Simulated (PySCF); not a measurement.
C3H8BNO, SMILES C1[C@H](OB1N)C.

Coordinates come from a B3LYP-D3(BJ)/def2-SVP optimisation. The structure was generated by enumeration; whether it is a known compound was not checked. The values are those of a single conformer.

These are PySCF with TDA-PBE/def2-SVPD values and carry that method's errors.

Vertical excitations. 

Task: Estimate the UV-visible absorptions. (An estimate is asked for; the answer gives what the named calculation found.)

Result: 
| state | energy (eV) | λ (nm) | f | main pairs |
|---|---|---|---|---|
| S1 | 5.89 | 210 | 0.010 | HOMO→LUMO 100 % |
| S2 | 6.62 | 187 | 0.028 | HOMO→LUMO+1 87 % |
| S3 | 6.63 | 187 | 0.024 | HOMO−1→LUMO 91 % |
| S4 | 7.01 | 177 | 0.022 | HOMO−2→LUMO 99 % |
| S5 | 7.16 | 173 | 0.028 | HOMO→LUMO+3 75 %, HOMO→LUMO+2 21 % |
| S6 | 7.29 | 170 | 0.002 | HOMO→LUMO+4 95 % |
| S7 | 7.33 | 169 | 0.006 | HOMO−1→LUMO+1 95 % |
| S8 | 7.40 | 168 | 0.032 | HOMO−3→LUMO 97 % |
| S9 | 7.65 | 162 | 0.075 | HOMO→LUMO+2 38 %, HOMO→LUMO+5 21 %, HOMO→LUMO+3 14 % |
| S10 | 7.72 | 161 | 0.012 | HOMO−1→LUMO+2 56 %, HOMO−2→LUMO+1 32 % |
| T1 | 5.75 | 216 | 0 | HOMO→LUMO 99 % |
| T2 | 6.32 | 196 | 0 | HOMO→LUMO+2 79 %, HOMO→LUMO+1 19 % |
| T3 | 6.52 | 190 | 0 | HOMO−1→LUMO 82 %, HOMO→LUMO+1 14 % |
| T4 | 6.53 | 190 | 0 | HOMO→LUMO+1 66 %, HOMO−1→LUMO 18 %, HOMO→LUMO+2 15 % |
Triplets are in the Tamm–Dancoff approximation.
